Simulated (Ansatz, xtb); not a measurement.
## Relative energy of two isomers of C4H2F2N2

We compare I, `Fc1ccnc(F)n1`, a singlet, with II, `Fc1cncnc1F`, a singlet. Both are isolated molecules in the gas phase, relaxed with r2SCAN-D4/def2-SVP.

Energies in hartree; the thermal terms are from GFN2-xTB frequencies at re-optimised GFN2-xTB minima (ideal gas, soft modes damped towards free rotors, one conformer each, 298.15 K, 1 atm) and include the zero-point energy:

```
                              I           II
E, CCSD(T)/def2-SVP  −461.296757  −461.275654
    E, MP2/def2-SVP  −461.229564  −461.207892
  E, MP2/def2-TZVPP  −462.085310  −462.064757
  zero-point energy     0.058393     0.058028
       H(298 K) − E     0.065236     0.064990
       G(298 K) − E     0.028177     0.027697
```

Task: Correct the CCSD(T) difference for the basis set by the MP2 change, then work out ΔE, ΔE₀, ΔH and ΔG for I → II in kcal/mol (1 Eh = 627.51 kcal/mol) and the equilibrium ratio [II]/[I].

Result: 1. Differences II − I: CCSD(T) +0.021103, MP2 in the small set +0.021672, MP2 in the large set +0.020553 Eh.
2. ΔE = +0.021103 + (+0.020553 − (+0.021672)) = +0.019984 Eh = +12.54 kcal/mol.
3. ΔE₀ = ΔE + ΔZPE = +0.019984 + (−0.000365) Eh = +12.31 kcal/mol.
4. ΔH = ΔE + (−0.000246) Eh = +12.39 kcal/mol.
5. ΔG = ΔE + (−0.000480) Eh = +12.24 kcal/mol, so ΔS = (ΔH − ΔG)/T = +2.1 J/(mol K).
6. kT = 0.9442 mEh, so K = [II]/[I] = exp(−ΔG/kT) = exp(−20.66) ≈ 1.1 × 10^−9.

Structure I is favoured at this temperature. An error of 1 kcal/mol in ΔG would change K by a factor of 5.4. Mirror images and further conformers aren't counted.

As drawn, both hold the same kinds of bond in the same numbers.

Other levels gave ΔE = +9.2 (GFN2-xTB); +9.2 (HF/STO-3G, GFN2-xTB geometries); +14.6 (r2SCAN-D4/def2-SVP//GFN2-xTB); +14.3 (r2SCAN-D4/def2-SVP); +16.3 (HF/def2-SVP); +13.6 (MP2/def2-SVP); +13.2 (CCSD(T)/def2-SVP) kcal/mol. The correlated steps freeze 8 core orbitals. Programs: Ansatz 0.2.0, xtb 6.7.1.
